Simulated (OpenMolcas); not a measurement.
A calculation on La+.

```
Program             : OpenMolcas 26.06
Method              : MS-CASPT2, IPEA 0.25 Eh, imaginary shift 0.1 Eh (closed shells correlated: 5s 5p)
Basis               : ANO-RCC-VTZP [8s7p5d3f2g1h]
Scalar Hamiltonian  : DKH2, point nucleus
Active space        : 2 electrons in 11 orbitals (5d 6s 6d)
State averaging     : 2S+1 = 3 even, 15 roots; 2S+1 = 1 even, 20 roots kept (CI in the orbitals of an earlier block)
Spin-orbit coupling : RASSI with atomic mean-field integrals over the reference wave functions, term energies averaged over their components
```

Question: Which level of the active space comes out lowest?

Answer: 5d² ³F₂, with 86 % of that term; it is also the measured ground level.

Question: How high does 5d² ³P₂ lie?

Answer: 6930 cm⁻¹ above the lowest level; measured 6227 cm⁻¹ above the ground level, so the calculation is off by +11 %.

Question: How high does 5d² ³P₀ lie?

Answer: 6140 cm⁻¹ above the lowest level; measured 5250 cm⁻¹ above the ground level, so the calculation is off by +17 %.

Question: How high does 5d² ³F₄ lie?

Answer: 2000 cm⁻¹ above the lowest level; measured 1971 cm⁻¹ above the ground level, so the calculation is off by +2 %.

Question: The level at 1476 cm⁻¹ has J = 2. What is it made of, and what is its g factor?

Answer: 75 % 5d² ¹D₂, 13 % 5d² ³F, 10 % 5d 6s ³D; g = 0.977, against 1.000 from Landé's formula for the pure leading term.

Measured values: NIST Handbook of Basic Atomic Spectroscopic Data.

Term energies are means over components that CASPT2 splits; among the terms shown or strongly mixed into the levels shown the widest spread is 770 cm-1 (5d² ³F). Terms from blocks run as CI alone lack orbitals of their own. Active for correlation alone: 6d; no level in the range computed is led by a configuration that fills it, so any true level of that kind is missing. The CASPT2 spread within a term exceeds the gap to the next term for 5d² ³F and 5d² ¹D, so the order of their levels is uncertain, and so are names and mixing where such terms share a J. Some terms miss by over 15 % even with CASPT2, which points to a basis or an active space too small for the shells correlated. Measured partners are found by configuration, term and J. A level has none where our copy of the source lacks it or the pairing is in doubt (some pairs that miss far off the trend of their configuration count as doubtful), and it then counts in no deviation. Only configurations of the active space appear.
